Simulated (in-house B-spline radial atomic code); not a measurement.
Atomic self-consistent-field run: the cerium ion Ce⁶⁺. Method: Dirac-Kohn-Sham BP86, spherical fractional occupations, Fermi nucleus of rms radius 4.8771 fm. Calculated with a radial B-spline atomic code at the basis-set limit.

Command:
```bash
python run_scf.py task.json out
```
Settings (nuclear radius in fm, mass in u):
```
Z                58
configuration    [Kr] 4d10 5s2 5p4
hamiltonian      dirac
method           b88,p86
spin_polarised   False
nucleus          fermi
rms_radius       4.8771
atomic_mass      139.90545
speed_of_light   137.035999084
```

Output (hartree, bohr):
```
 radial grid: 68 intervals, B-splines of order 8, outer radius 21.6418 bohr

 iter        energy (Eh)    residual
    1       -8833.358863    1.08e+00
    2       -8849.437145    7.40e-01
    3       -8857.519072    1.63e-01
    4       -8857.988237    3.54e-02
    5       -8858.007072    1.92e-02
    6       -8858.014181    2.84e-03
    7       -8858.014227    9.45e-05
    8       -8858.014227    6.73e-06
    9       -8858.014227    5.25e-08

 total energy                     -8858.01423
 kinetic                            9503.4565
 electron-nucleus                 -21427.9163
 Hartree                            3275.2845
 exchange-correlation               -208.8389

 first-order corrections (not in the total)
   Gaunt                             8.2668
   retardation                      -0.8626
   frequency dependence             -0.0928
   self-energy                       5.6825
   Uehling                          -0.8378
   Wichmann-Kroll                    0.0224
   recoil                            0.0229

 orbital      occ     eigenvalue          <r>       <r^2>       <1/r>       r_max    small
 1s1/2      2.000     -1481.5692    0.0245719 0.000820761     63.3455     0.01574  4.61e-02
 2s1/2      2.000      -239.5379      0.10474   0.0130025     14.9328     0.08921  1.00e-02
 2p1/2      2.000      -226.3327    0.0879409  0.00953327     14.9161     0.06797  1.00e-02
 2p3/2      4.000      -209.9153    0.0941468   0.0107948       13.51     0.07323  9.44e-03
 3s1/2      2.000       -53.8653     0.278275   0.0886108     5.38903      0.2548  3.07e-03
 3p1/2      2.000       -48.2700     0.268045   0.0835062     5.30195      0.2416  3.01e-03
 3p3/2      4.000       -45.0440     0.280198   0.0910318     4.95191       0.253  2.84e-03
 3d3/2      4.000       -35.2536     0.251337   0.0745569     4.81635      0.2034  2.72e-03
 3d5/2      6.000       -34.5611     0.255147    0.076692     4.72749      0.2066  2.67e-03
 4s1/2      2.000       -13.1363     0.634547    0.454163     2.24438      0.5922  9.55e-04
 4p1/2      2.000       -11.0508     0.652293    0.483554     2.14281      0.6012  8.91e-04
 4p3/2      4.000       -10.3478     0.678772    0.523297     2.02899      0.6252  8.37e-04
 4d3/2      4.000        -6.9135     0.728315    0.613408     1.82028      0.6443  6.98e-04
 4d5/2      6.000        -6.7884     0.737389     0.62857     1.79255       0.652  6.84e-04
 5s1/2      2.000        -3.9375      1.41477      2.2311    0.947315       1.323  2.52e-04
 5p1/2      1.333        -3.2961      1.52729     2.60697    0.869511       1.417  2.19e-04
 5p3/2      2.667        -3.1608      1.58067      2.7904    0.833967        1.47  2.07e-04
```

Cost of the run: 0.9 s on 1 thread of AMD EPYC 9R45, on a shared host.

For the Dirac Hamiltonian the kinetic term is c α·p + (β - 1)c².
